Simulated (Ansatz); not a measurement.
Frontier orbitals of C6H18N3OTa, SMILES `C[N](C)[Ta](=[O])([N](C)C)[N](C)C`.

Z-matrix (Å, degrees):
```
Ta
O 1 1.729
N 1 1.997 2 109.0
N 1 1.998 2 109.1 3 120.0
C 1 3.019 2 132.2 3 112.6
C 1 3.074 2 87.0 3 4.1
N 1 1.998 2 109.1 3 -119.9
C 1 3.020 2 132.1 3 -127.4
C 1 3.019 2 132.1 3 -7.4
C 1 3.074 2 87.0 3 124.1
C 1 3.073 2 87.0 3 -115.7
H 5 1.100 1 124.9 2 94.6
H 5 1.095 1 77.3 2 -162.8
H 5 1.099 1 123.8 2 -60.7
H 6 1.099 1 124.2 2 115.7
H 6 1.100 1 123.1 2 -93.3
H 6 1.090 1 78.8 2 11.2
H 8 1.095 1 77.4 2 -162.5
H 8 1.099 1 123.9 2 -60.4
H 8 1.100 1 124.8 2 94.8
H 9 1.099 1 123.8 2 -60.8
H 9 1.095 1 77.4 2 -162.8
H 9 1.100 1 124.9 2 94.5
H 10 1.099 1 124.3 2 115.8
H 10 1.090 1 78.8 2 11.2
H 10 1.100 1 123.1 2 -93.2
H 11 1.099 1 124.2 2 115.9
H 11 1.100 1 123.2 2 -93.1
H 11 1.090 1 78.8 2 11.4
```

The species carries charge 0 and has multiplicity 1. Correlated methods include outer-core shells of Ta, which these sets cover unevenly. Ta: def2 effective core potential. Geometry: relaxed with PBE0-D4/def2-TZVP. It is one conformer, not always the lowest. Basis def2-TZVPP, the Gaussian-basis code of Ansatz.

```
 functional  HOMO (eV)  LUMO (eV)
LDA (SPW92)      -4.78      -0.77
```

**Question.** Give HOMO and LUMO (eV) with PBE, revPBE, BLYP, r2SCAN, B97M-V, PBE0, B3LYP, r2SCANh, r2SCAN0, HSE06 (plane-wave form), BHLYP, CAM-B3LYP, LC-ωPBE, ωB97X-V, ωB97M-V, HF. (An estimate is asked.)

**Answer.** Computed: 
```csv
functional,HOMO,LUMO
PBE,-4.66,-0.57
revPBE,-4.60,-0.49
BLYP,-4.55,-0.46
r2SCAN,-4.87,-0.36
B97M-V,-5.03,-0.42
PBE0,-5.86,0.30
B3LYP,-5.67,0.07
r2SCANh,-5.33,-0.05
r2SCAN0,-6.03,0.43
HSE06 (plane-wave form),-5.47,-0.08
BHLYP,-7.04,0.98
CAM-B3LYP,-7.16,1.13
LC-ωPBE,-8.42,2.34
ωB97X-V,-8.11,2.08
ωB97M-V,-8.04,1.64
HF,-8.93,2.79
```

B3LYP here is the variant with VWN-RPA as its local correlation; programs differ in this. LC-ωPBE has ω = 0.4 bohr⁻¹. Positive LUMOs are unbound and depend on the basis.
